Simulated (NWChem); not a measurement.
Program: NWChem. System: C2H7N2, charge 0, spin multiplicity 2, at a geometry optimised with UPBE/def2-SVP. The structure started from a generated list of species. Its SCF solution wasn't tested for a lower state. Level: UHF/def2-TZVP.

Input file:

```
start mol
memory heap 200 mb stack 900 mb global 1100 mb
geometry units angstroms nocenter noautoz noautosym
  N      1.527516    -0.257800     0.217569
  C      0.634857     0.725050    -0.210532
  C     -0.730715     0.246074    -0.584369
  N     -1.263582    -0.616417     0.485112
  H      1.028684    -0.996657     0.732652
  H      2.353676     0.076213     0.720731
  H      1.062767     1.611127    -0.706765
  H     -1.366420     1.127869    -0.848321
  H     -0.702845    -0.393410    -1.508583
  H     -1.532798    -0.035432     1.290851
  H     -2.115451    -1.096931     0.170066
end
basis spherical
  * library def2-tzvp
end
scf
  uhf
  nopen 1
  maxiter 100
  thresh 1e-7
  semidirect memsize 60000000 filesize 0
  # guess.movecs holds the orbitals of an unrestricted PBE0 run
  vectors input guess.movecs output mol.movecs
end
task scf energy
```

Output (cleaned and shortened):

```
             Northwest Computational Chemistry Package (NWChem) 7.3.0
             --------------------------------------------------------

                                NWChem Input Module
                                -------------------

 Scaling coordinates for geometry "geometry" by  1.889725989
 (inverse scale =  0.529177249)

                             Geometry "geometry" -> ""
                             -------------------------

 Output coordinates in angstroms (scale by  1.889725989 to convert to a.u.)

  No.       Tag          Charge          X              Y              Z
 ---- ---------------- ---------- -------------- -------------- --------------
    1 N                    7.0000     1.52751600    -0.25780000     0.21756900
    2 C                    6.0000     0.63485700     0.72505000    -0.21053200
    3 C                    6.0000    -0.73071500     0.24607400    -0.58436900
    4 N                    7.0000    -1.26358200    -0.61641700     0.48511200
    5 H                    1.0000     1.02868400    -0.99665700     0.73265200
    6 H                    1.0000     2.35367600     0.07621300     0.72073100
    7 H                    1.0000     1.06276700     1.61112700    -0.70676500
    8 H                    1.0000    -1.36642000     1.12786900    -0.84832100
    9 H                    1.0000    -0.70284500    -0.39341000    -1.50858300
   10 H                    1.0000    -1.53279800    -0.03543200     1.29085100
   11 H                    1.0000    -2.11545100    -1.09693100     0.17006600

 Effective nuclear repulsion energy (a.u.)     126.4328375086

            Nuclear Dipole moment (a.u.)
            ----------------------------
        X                 Y               Z
 ---------------- ---------------- ----------------
     0.0000056692     0.0000075589    -0.0000151178


 Summary of "ao basis" -> "" (spherical)
 ------------------------------------------------------------------------------
       Tag                 Description            Shells   Functions and Types
 ---------------- ------------------------------  ------  ---------------------
[...]
    8 H    1     0.92   0.26  0.51  0.12  0.02
    9 H    1     0.92   0.26  0.50  0.13  0.02
   10 H    1     0.77   0.26  0.41  0.07  0.03
   11 H    1     0.77   0.26  0.42  0.06  0.04

  Mulliken analysis of the alpha density
  --------------------------------------

    Atom       Charge   Shell Charges
 -----------   ------   -------------------------------------------------------
    1 N    7     3.82   0.41  0.58  0.26  0.42  0.08  0.78  0.90  0.35  0.00  0.02  0.00
    2 C    6     3.56   0.43  0.56  0.26  0.33  0.11  0.77  0.82  0.22  0.01  0.04  0.00
    3 C    6     2.93   0.43  0.56  0.23  0.32  0.00  0.59  0.62  0.11  0.02  0.06  0.01
    4 N    7     3.80   0.41  0.58  0.26  0.42  0.10  0.74  0.87  0.38  0.00  0.02  0.00
    5 H    1     0.36   0.13  0.19  0.03  0.02
    6 H    1     0.38   0.13  0.21  0.03  0.02
    7 H    1     0.41   0.12  0.23  0.05  0.01
    8 H    1     0.46   0.13  0.26  0.06  0.01
    9 H    1     0.50   0.14  0.27  0.08  0.01
   10 H    1     0.39   0.13  0.21  0.04  0.02
   11 H    1     0.39   0.13  0.21  0.03  0.02

   Mulliken analysis of the beta density
   -------------------------------------

    Atom       Charge   Shell Charges
 -----------   ------   -------------------------------------------------------
    1 N    7     3.74   0.41  0.58  0.25  0.42  0.09  0.72  0.86  0.39  0.00  0.02  0.00
    2 C    6     2.53   0.43  0.56  0.22  0.27  0.05  0.43  0.41  0.09  0.01  0.04  0.01
    3 C    6     3.05   0.43  0.56  0.24  0.34  0.01  0.62  0.67  0.12  0.01  0.04  0.00
    4 N    7     3.79   0.41  0.58  0.26  0.42  0.11  0.73  0.87  0.39  0.00  0.02  0.00
    5 H    1     0.37   0.13  0.19  0.03  0.02
    6 H    1     0.38   0.13  0.21  0.03  0.02
    7 H    1     0.48   0.14  0.27  0.07  0.01
    8 H    1     0.46   0.13  0.25  0.06  0.01
    9 H    1     0.42   0.12  0.24  0.05  0.01
   10 H    1     0.39   0.13  0.21  0.03  0.02
   11 H    1     0.39   0.13  0.21  0.03  0.02

   Mulliken analysis of the spin density
   -------------------------------------

    Atom       Charge   Shell Charges
 -----------   ------   -------------------------------------------------------
    1 N    7     0.08   0.00 -0.00  0.01  0.01 -0.00  0.06  0.04 -0.04  0.00  0.00  0.00
    2 C    6     1.03   0.00 -0.00  0.04  0.06  0.06  0.34  0.41  0.13 -0.00  0.00 -0.00
    3 C    6    -0.12  -0.00  0.00 -0.01 -0.02 -0.01 -0.03 -0.06 -0.01  0.00  0.02  0.00
    4 N    7     0.01   0.00 -0.00  0.00  0.00 -0.01  0.01  0.01 -0.00 -0.00 -0.00 -0.00
    5 H    1    -0.00   0.00 -0.00 -0.00  0.00
    6 H    1     0.00   0.00  0.00 -0.00  0.00
    7 H    1    -0.07  -0.01 -0.04 -0.02  0.00
    8 H    1     0.01   0.00  0.01  0.00 -0.00
    9 H    1     0.07   0.01  0.03  0.03 -0.00
   10 H    1     0.00  -0.00  0.00  0.00  0.00
   11 H    1    -0.00  -0.00 -0.00  0.00  0.00

       Multipole analysis of the density wrt the origin
       ------------------------------------------------

     L   x y z        total         alpha         beta         nuclear
     -   - - -        -----         -----         ----         -------
     0   0 0 0      0.000000    -17.000000    -16.000000     33.000000

     1   1 0 0     -0.416497     -0.806942      0.390439      0.000006
     1   0 1 0      0.270075     -0.469453      0.739520      0.000008
     1   0 0 1      0.244234      0.179149      0.065101     -0.000015

     2   2 0 0    -16.287124    -99.010201    -95.989736    178.712812
     2   1 1 0      1.219589    -11.194804    -10.280516     22.694909
     2   1 0 1      1.434130     -1.785595     -1.692693      4.912417
     2   0 2 0    -20.019119    -34.666861    -31.307398     45.955139
     2   0 1 1     -0.322908     11.463992     12.046607    -23.833507
     2   0 0 2    -19.006489    -29.347085    -27.298398     37.638994

 Task  times  cpu:       79.0s     wall:       79.0s

 Total times  cpu:       79.0s     wall:       79.0s
```
